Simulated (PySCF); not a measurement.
A calculated (UHF, PySCF 2.14, x2c-TZVPPall, scalar relativity by spin-free X2C-1e) atom or ion has these occupied shells.

```csv
shell,electrons,orbital energy (eV),"rms radius, mean of both spins (bohr)"
1s α,1,-368.18,0.310
1s β,1,-365.86,0.310
2s α,1,-64.371,1.38
```

Task: Name the element and its charge.

Result: C(3+) (carbon, charge +3), in [He] 2s1, 2S determinant.
